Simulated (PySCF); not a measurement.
FGe, SMILES [F][Ge] (connectivity only; charge and spin as stated), neutral, multiplicity 2.

The structure is a stationary point at PBE-D3(BJ)/def2-TZVPD.

Method: PBE/def2-TZVPD (PySCF).

Computed frontier levels, dipole moment:
- α spin, highest occupied and lowest empty level: -4.03 and -3.85 eV
- β spin, highest occupied and lowest empty level: -8.63 and -3.50 eV
- dipole moment: 1.79 D
- ⟨S²⟩: 0.753 (pure state 0.75)
